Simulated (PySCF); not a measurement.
C5H4O2, SMILES C=C=C1OCC1=O.

Coordinates come from a PBE0-D3(BJ)/def2-SVP optimisation. This is a generated structure with no PubChem entry under its InChIKey; it may be hypothetical.

Method: TDDFT-PBE/def2-SVPD run with PySCF.

Vertical excitations. The molecule is in vacuum. State labels are in the subgroup Cs.

Computed lowest excited states:
| state | symmetry | energy (eV) | λ (nm) | f | main pairs |
|---|---|---|---|---|---|
| S1 | A" | 3.70 | 335 | 0.000 | HOMO−1→LUMO 100 % |
| S2 | A' | 3.85 | 322 | 0.053 | HOMO→LUMO 87 % |
| S3 | A" | 4.04 | 307 | 0.000 | HOMO→LUMO+1 100 % |
| S4 | A' | 4.71 | 263 | 0.113 | HOMO−1→LUMO+1 82 % |
| S5 | A" | 4.87 | 255 | 0.000 | HOMO−2→LUMO 99 % |
| S6 | A" | 6.02 | 206 | 0.002 | HOMO→LUMO+2 100 % |
| S7 | A' | 6.30 | 197 | 0.090 | HOMO−3→LUMO 86 % |
| S8 | A" | 6.38 | 194 | 0.007 | HOMO→LUMO+3 100 % |
| S9 | A" | 6.43 | 193 | 0.000 | HOMO−4→LUMO 99 % |
| S10 | A' | 6.48 | 191 | 0.029 | HOMO−1→LUMO+2 97 % |
| T1 | A' | 2.69 | 461 | 0 | HOMO→LUMO 99 % |
| T2 | A" | 3.25 | 381 | 0 | HOMO−1→LUMO 100 % |
| T3 | A" | 3.70 | 335 | 0 | HOMO→LUMO+1 99 % |
| T4 | A' | 4.05 | 306 | 0 | HOMO−1→LUMO+1 84 %, HOMO−2→LUMO+1 15 % |
Triplets are in the Tamm–Dancoff approximation, which puts them higher than full response would, so one can lie above its singlet here.
